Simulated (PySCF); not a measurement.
C3H6Cl, SMILES C[C](C)Cl (connectivity only; charge and spin as stated), charge +1, multiplicity 1.

Coordinates come from a B3LYP-D3(BJ)/def2-SVP optimisation. The multiplicity is an assumed one; other spin states were not compared. The isomer is the one that the SMILES or the coordinates give; other isomers of the formula were not compared.

Two levels are set side by side: TDA-PBE/def2-SVPD (PySCF) and TDA-PBE0/def2-SVPD (PySCF). Vertical, same geometry. The lowest singlet is HOMO→LUMO 100 % with PBE and HOMO→LUMO 99 % with the other functional; states are paired by order. Differences are taken from unrounded values.

```csv
quantity,TDA-PBE0
lowest singlet excitation (eV),4.24
lowest triplet excitation (TDA) (eV),3.88
first bright state (f over 0.05) (eV),6.47
its oscillator strength,0.26
```

Q: What does TDA-PBE give, and how far is it from TDA-PBE0? (Estimate from the structure and the level; the computed values follow.)

A: 
| quantity | TDA-PBE | TDA-PBE minus TDA-PBE0 |
|---|---|---|
| lowest singlet excitation (eV) | 3.82 | -0.42 |
| lowest triplet excitation (TDA) (eV) | 3.49 | -0.39 |
| first bright state (f over 0.05) (eV) | 6.18 | -0.29 |
| its oscillator strength | 0.26 | -0.01 |

Functionals without exact exchange tend to place singlet excitations lower, as here. Differences between two approximate levels are no errors against the true value.

Rough cost on one machine, each run with all the roots and properties that it gave: TDA-PBE0 against TDA-PBE within a factor of 2.
